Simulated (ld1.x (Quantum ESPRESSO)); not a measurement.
# Which change was made? (O, TM)

ld1.x (Quantum ESPRESSO) 7.5 input, shortened:

```
&input
   title='O', zed=8., rel=1, dft='PBE', iswitch=3,
   config='[He] 2s2 2p4'
 /
 &inputp
   pseudotype=2, tm=.true., lloc=0,
   nlcc=.false.
 /
2
2P  2  1   4.00   0.00  1.30  1.30  0.0
2S  1  0   2.00   0.00  0.80  0.80  0.0
 &test
   configts(1)='2s2 2p4'
 /
```

Cutoffs, loose and tight: the cutoffs (Ry, on a coarse ladder) from which the occupation-weighted sum of valence levels, in a spherical-Bessel basis at the reference potential, stays within 10 and 1 mRy of its value at 400 Ry. They do not see the model core or the augmentation charge, which bear on the density cutoff. Test errors are all-electron minus pseudo excitation energies from the reference, over the configurations 2s2 2p3; 2s2 2p2; 2s2 2p1; 2s0 2p6; 2s2 2p0; 2s1 2p4; 2s1 2p5; variants that change the core or the reference have their own tests.

The base gives: outcome: generated; cutoff, loose: 90 Ry; cutoff, tight: 200 Ry; bound ghosts: none; largest test error (meV): +1501.

Problem. After one change the result is: outcome: generated; cutoff, loose: 160 Ry; cutoff, tight: over 300 Ry; bound ghosts: none; largest test error (meV): +1557. Which change was it?
A. wave 2s (bound): rc 0.80 bohr becomes 2s (bound): rc 0.54 bohr
B. wave 2s (bound): rc 0.80 bohr becomes 2s (bound): rc 0.64 bohr
C. wave 2s (bound): rc 0.80 bohr becomes 2s (bound): rc 1.22 bohr

Solution. B. The others give: wave 2s (bound): rc 0.80 bohr becomes 2s (bound): rc 1.22 bohr → outcome: generated; cutoff, loose: 80 Ry; cutoff, tight: 120 Ry; bound ghosts: none; largest test error (meV): +1930 | wave 2s (bound): rc 0.80 bohr becomes 2s (bound): rc 0.54 bohr → outcome: generated; cutoff, loose: 260 Ry; cutoff, tight: over 300 Ry; bound ghosts: none; largest test error (meV): +1733.
